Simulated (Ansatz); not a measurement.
Relaxation of C2H8BNSe (13 atoms, charge 0, multiplicity 1), to a largest force component of 0.015 eV/Å in at most 40 steps.

Theory: RKS B3LYP/def2-SVP (Ansatz 0.2.0).

```xyz
13
Properties=species:S:1:pos:R:3
C -1.853 -0.193 0.036
B -0.477 -0.278 -0.657
C 0.812 0.143 0.126
N 1.820 -0.992 0.238
Se 1.728 1.582 -0.840
H -2.685 -0.467 -0.688
H -1.910 -0.779 0.939
H -2.048 0.927 0.296
H -0.382 -0.663 -1.721
H 0.576 0.502 1.181
H 1.293 -1.716 0.887
H 2.631 -0.678 0.751
H 0.515 2.576 -0.534
```

**Question.** Where does it end, and by what steps?

**Answer.** The forces met the threshold. After 17 steps the energy has fallen by 1.553 eV; Se5 moved furthest, 1.22 Å. Parted: C3–Se5. Joined: B2–Se5.

| step | energy less start (eV) | largest force component (eV/Å) | accepted |
| --- | --- | --- | --- |
| 0 | 0.0000 | 2.911 | yes |
| 1 | -0.5700 | 1.085 | yes |
| 2 | -0.7142 | 0.787 | yes |
| 3 | -0.8667 | 0.424 | yes |
| 4 | -0.9781 | 0.391 | yes |
| 5 | -1.0559 | 0.456 | yes |
| 6 | -1.1391 | 1.009 | yes |
| 7 | -1.1914 | 1.653 | yes |
| 8 | -1.2996 | 1.536 | yes |
| 9 | -1.4645 | 1.772 | yes |
| 10 | -1.2398 | 1.693 | no |
| 11 | -1.5402 | 0.232 | yes |
| 12 | -1.5367 | 0.414 | no |
| 13 | -1.5494 | 0.039 | yes |
| 14 | -1.5514 | 0.049 | yes |
| 15 | -1.5521 | 0.068 | yes |
| 16 | -1.5527 | 0.016 | yes |
| 17 | -1.5528 | 0.010 | yes |

```xyz
13
Properties=species:S:1:pos:R:3
C -1.824 0.103 -0.030
B -0.331 -0.251 -0.489
C 0.840 -0.160 0.553
N 1.865 -0.999 0.619
Se 0.694 1.398 -1.455
H -2.469 0.315 -0.898
H -2.279 -0.750 0.507
H -1.884 0.977 0.644
H -0.178 -1.190 -1.258
H 0.860 0.622 1.324
H 1.918 -1.767 -0.044
H 2.698 -0.809 1.168
H 0.112 2.475 -0.626
```

Run time: 89 s on 2 threads of Arm Neoverse V1 (shared host), peak memory 0.34 GiB.
